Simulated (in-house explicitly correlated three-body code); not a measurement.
Computed with an exponentially correlated three-body code. Model: two electrons around a point charge, non-relativistic, variational in 260 exponentially correlated functions (energies converged to about 1e-7 hartree, or 1e-8 relative for large Z).

For two electrons in a singlet the Kohn-Sham orbital is the square root of half the density, so the exact Kohn-Sham potential and energy parts follow from the density alone, and exchange is minus half the Hartree energy. The Kohn-Sham level equals minus the binding energy of the second electron.

Command:
```bash
python run_hyl.py task.json out
```
Settings (lengths in bohr, energies in hartree):
```
Z                      1.265
interaction_strength   1
functions              260
states_tried           13
```

Cost of the run: 40 s on 1 thread of Intel(R) Xeon(R) Platinum 8259CL CPU @ 2.50GHz (Skylake/Cascade Lake), on a shared host.

**Converged states only, values per electron or pair.**

Given: nuclear charge 1.265.

| term | mean r (bohr) | mean r squared (bohr²) | mean inverse r (1/bohr) | mean r12 (bohr) | mean inverse r12 (1/bohr) | mean cosine | mean p1 dot p2 (bohr⁻²) | delta r1 (bohr⁻³) | delta r12 (bohr⁻³) |
| --- | --- | --- | --- | --- | --- | --- | --- | --- | --- |
| 1 1S | 1.7427 | 4.4108 | 0.95318 | 2.7487 | 0.48766 | -0.094834 | 0.066263 | 0.37721 | 0.012005 |
| 2 3S | 6.2317 | 77.787 | 0.68977 | 11.372 | 0.10915 | -0.012817 | 0.001084 | 0.32438 | - |
| 2 1S | 8.0135 | 130.8 | 0.67693 | 14.908 | 0.085173 | -0.0081617 | 0.0015214 | 0.32377 | 0.00029192 |
| 2 3P | ? | ? | ? | ? | ? | ? | ? | ? | - |
| 2 1P | 9.9867 | 212.77 | 0.66571 | 18.838 | 0.066391 | -0.0050444 | 0.0007518 | 0.32213 | 3.0437e-06 |
| 3 3S | 17.055 | 622.24 | 0.6533 | 32.955 | 0.040525 | -0.002637 | 0.00021919 | 0.32262 | - |
| 3 3P | ? | ? | ? | ? | ? | ? | ? | ? | - |
| 3 1P | 24.124 | 1276.6 | 0.64723 | 47.084 | 0.029456 | -0.0014573 | 0.00025678 | 0.32216 | 1.0502e-06 |
| 4 3S | 33.541 | 2452.6 | 0.64317 | 65.911 | 0.02096 | -0.00094152 | 7.7832e-05 | 0.32236 | - |
| 4 3P | 43.312 | 4143.7 | 0.64098 | 85.45 | 0.017001 | -0.00082413 | -0.00016821 | 0.32214 | - |
| 4 1P | 43.948 | 4264.3 | 0.64078 | 86.721 | 0.016555 | -0.00059872 | 0.00010933 | 0.32217 | 4.5749e-07 |

Task: What belongs in the row 2 3P?

Result: mean r (bohr): 9.6734; mean r squared (bohr²): 200.3; mean inverse r (1/bohr): 0.66711; mean r12 (bohr): 18.216; mean inverse r12 (1/bohr): 0.069517; mean cosine: -0.0069317; mean p1 dot p2 (bohr⁻²): -0.0010947; delta r1 (bohr⁻³): 0.32184.

Task: What belongs in the row 3 3P?

Result: mean r (bohr): 23.633; mean r squared (bohr²): 1226.9; mean inverse r (1/bohr): 0.64771; mean r12 (bohr): 46.102; mean inverse r12 (1/bohr): 0.030516; mean cosine: -0.0020667; mean p1 dot p2 (bohr⁻²): -0.00036996; delta r1 (bohr⁻³): 0.32207.

**Electric-dipole lines between converged S and P states, rate of the upper state's decay.**

```
s state  p state  p minus s (eV)  oscillator strength from s  rate (1/s)
   1 1S     2 1P          4.1639                     0.03975  9.9682e+06
   1 1S     3 1P          4.2973                    0.012515  3.3427e+06
   1 1S     4 1P          4.3439                   0.0053545  1.4614e+06
   2 1S     2 1P               ?                           ?           ?
   2 1S     3 1P         0.26398                  0.00095132      958.86
   2 1S     4 1P         0.31058                   0.0018741      2614.9
   2 3S     2 3P         0.24098                     0.87434      734400
   2 3S     3 3P         0.37805                    0.026346       54464
   2 3S     4 3P         0.42574                    0.005221       13688
   3 3S     2 3P       -0.080664                    -0.46847      132260
   3 3S     3 3P        0.056409                      1.3376       61561
   3 3S     4 3P               ?                           ?           ?
   4 3S     2 3P        -0.16323                   -0.025409       29375
   4 3S     3 3P       -0.026154                    -0.91285       27096
   4 3S     4 3P        0.021534                      1.7581       11791
```

Task: What belongs in the row 2 1S 2 1P?

Result: p minus s (eV): 0.13056; oscillator strength from s: 0.80339; rate (1/s): 198090.

Task: What belongs in the row 3 3S 4 3P?

Result: p minus s (eV): 0.1041; oscillator strength from s: 0.063802; rate (1/s): 10000.

**Exact Kohn-Sham parts of the ground state from its density.**

Computed: total energy -0.961944741 hartree; Kohn-Sham kinetic 0.93044 hartree; Hartree energy 1.1193 hartree; exchange energy -0.55965 hartree; kinetic part of the DFT correlation energy 0.0315 hartree; potential part of the DFT correlation energy -0.071997 hartree; exact minus restricted Hartree-Fock -0.040053 hartree; restricted Hartree-Fock level -4.869 eV.

Task: What is the Kohn-Sham level?

Result: -4.4037 eV.

Task: What is the DFT correlation energy?

Result: -0.040497 hartree.

**Density and exact potentials over r, pair density (one pair, times 4 pi r12^2) and exact minus Kohn-Sham pair density over r12.**

```json
{"radius (bohr)": "0.17", "radial density (electrons/bohr)": "0.17911", "exchange potential (hartree)": "-0.93466", "intracule density (1/bohr)": "0.0049911", "Coulomb hole against Kohn-Sham (1/bohr)": "-0.007315", "correlation potential (hartree)": "-0.058"}
{"radius (bohr)": "0.201", "radial density (electrons/bohr)": "0.23198", "exchange potential (hartree)": "-0.92822", "intracule density (1/bohr)": "0.007102", "Coulomb hole against Kohn-Sham (1/bohr)": "-0.009944", "correlation potential (hartree)": "-0.054"}
{"radius (bohr)": "0.238", "radial density (electrons/bohr)": "0.29707", "exchange potential (hartree)": "-0.91967", "intracule density (1/bohr)": "0.010144", "Coulomb hole against Kohn-Sham (1/bohr)": "-0.01345", "correlation potential (hartree)": "-0.049"}
{"radius (bohr)": "0.282", "radial density (electrons/bohr)": "0.37473", "exchange potential (hartree)": "-0.90848", "intracule density (1/bohr)": "0.014509", "Coulomb hole against Kohn-Sham (1/bohr)": "-0.01804", "correlation potential (hartree)": "-0.043"}
{"radius (bohr)": "0.334", "radial density (electrons/bohr)": "0.46368", "exchange potential (hartree)": "-0.89408", "intracule density (1/bohr)": "0.020713", "Coulomb hole against Kohn-Sham (1/bohr)": "-0.02387", "correlation potential (hartree)": "-0.036"}
{"radius (bohr)": "0.395", "radial density (electrons/bohr)": "0.56059", "exchange potential (hartree)": "-0.87597", "intracule density (1/bohr)": "0.029396", "Coulomb hole against Kohn-Sham (1/bohr)": "-0.03099", "correlation potential (hartree)": "-0.027"}
{"radius (bohr)": "0.467", "radial density (electrons/bohr)": "0.66116", "exchange potential (hartree)": "-0.85341", "intracule density (1/bohr)": "0.041495", "Coulomb hole against Kohn-Sham (1/bohr)": "-0.03935", "correlation potential (hartree)": "-0.017"}
{"radius (bohr)": "0.553", "radial density (electrons/bohr)": "0.75913", "exchange potential (hartree)": "-0.8255", "intracule density (1/bohr)": "0.058309", "Coulomb hole against Kohn-Sham (1/bohr)": "-0.04868", "correlation potential (hartree)": "-0.006"}
{"radius (bohr)": "0.654", "radial density (electrons/bohr)": "0.84321", "exchange potential (hartree)": "-0.79222", "intracule density (1/bohr)": "0.080792", "Coulomb hole against Kohn-Sham (1/bohr)": "-0.05794", "correlation potential (hartree)": "0.005"}
{"radius (bohr)": "0.774", "radial density (electrons/bohr)": "0.90361", "exchange potential (hartree)": "-0.753", "intracule density (1/bohr)": "0.11029", "Coulomb hole against Kohn-Sham (1/bohr)": "-0.06566", "correlation potential (hartree)": "0.017"}
{"radius (bohr)": "0.915", "radial density (electrons/bohr)": "0.92971", "exchange potential (hartree)": "-0.7084", "intracule density (1/bohr)": "0.14696", "Coulomb hole against Kohn-Sham (1/bohr)": "-0.06957", "correlation potential (hartree)": "0.027"}
{"radius (bohr)": "1.08", "radial density (electrons/bohr)": "0.91542", "exchange potential (hartree)": "-0.65921", "intracule density (1/bohr)": "0.18976", "Coulomb hole against Kohn-Sham (1/bohr)": "-0.06725", "correlation potential (hartree)": "0.035"}
{"radius (bohr)": "1.28", "radial density (electrons/bohr)": "?", "exchange potential (hartree)": "?", "intracule density (1/bohr)": "?", "Coulomb hole against Kohn-Sham (1/bohr)": "?", "correlation potential (hartree)": "?"}
{"radius (bohr)": "1.52", "radial density (electrons/bohr)": "0.75963", "exchange potential (hartree)": "-0.54659", "intracule density (1/bohr)": "0.28287", "Coulomb hole against Kohn-Sham (1/bohr)": "-0.0361", "correlation potential (hartree)": "0.039"}
{"radius (bohr)": "1.79", "radial density (electrons/bohr)": "0.63997", "exchange potential (hartree)": "-0.49033", "intracule density (1/bohr)": "0.31525", "Coulomb hole against Kohn-Sham (1/bohr)": "-0.01092", "correlation potential (hartree)": "0.035"}
{"radius (bohr)": "2.12", "radial density (electrons/bohr)": "0.50331", "exchange potential (hartree)": "-0.43279", "intracule density (1/bohr)": "0.32743", "Coulomb hole against Kohn-Sham (1/bohr)": "0.01527", "correlation potential (hartree)": "0.028"}
{"radius (bohr)": "2.51", "radial density (electrons/bohr)": "0.36894", "exchange potential (hartree)": "-0.37771", "intracule density (1/bohr)": "0.31035", "Coulomb hole against Kohn-Sham (1/bohr)": "0.03393", "correlation potential (hartree)": "0.019"}
{"radius (bohr)": "2.97", "radial density (electrons/bohr)": "0.24988", "exchange potential (hartree)": "-0.32652", "intracule density (1/bohr)": "0.2638", "Coulomb hole against Kohn-Sham (1/bohr)": "0.03967", "correlation potential (hartree)": "0.012"}
{"radius (bohr)": "3.52", "radial density (electrons/bohr)": "0.15339", "exchange potential (hartree)": "-0.27958", "intracule density (1/bohr)": "0.19634", "Coulomb hole against Kohn-Sham (1/bohr)": "0.03272", "correlation potential (hartree)": "0.006"}
{"radius (bohr)": "4.16", "radial density (electrons/bohr)": "0.085082", "exchange potential (hartree)": "-0.23857", "intracule density (1/bohr)": "0.1263", "Coulomb hole against Kohn-Sham (1/bohr)": "0.01943", "correlation potential (hartree)": "0.003"}
{"radius (bohr)": "4.93", "radial density (electrons/bohr)": "?", "exchange potential (hartree)": "?", "intracule density (1/bohr)": "?", "Coulomb hole against Kohn-Sham (1/bohr)": "?", "correlation potential (hartree)": "?"}
{"radius (bohr)": "5.83", "radial density (electrons/bohr)": "0.016987", "exchange potential (hartree)": "-0.17134", "intracule density (1/bohr)": "0.029777", "Coulomb hole against Kohn-Sham (1/bohr)": "0.0005066", "correlation potential (hartree)": "0"}
{"radius (bohr)": "6.9", "radial density (electrons/bohr)": "0.005826", "exchange potential (hartree)": "-0.14488", "intracule density (1/bohr)": "0.010431", "Coulomb hole against Kohn-Sham (1/bohr)": "-0.001276", "correlation potential (hartree)": "0"}
```

Task: What belongs in the row 1.28?

Result: radial density (electrons/bohr): 0.85759; exchange potential (hartree): -0.60463; intracule density (1/bohr): 0.23729; Coulomb hole against Kohn-Sham (1/bohr): -0.05632; correlation potential (hartree): 0.039.

Task: What belongs in the row 4.93?

Result: radial density (electrons/bohr): 0.040923; exchange potential (hartree): -0.20221; intracule density (1/bohr): 0.067529; Coulomb hole against Kohn-Sham (1/bohr): 0.007155; correlation potential (hartree): 0.001.

The correlation energy of density-functional theory lies 0.44 millihartree below exact minus Hartree-Fock, because the Hartree-Fock density, unlike the exact one, minimises the Hartree-Fock energy.
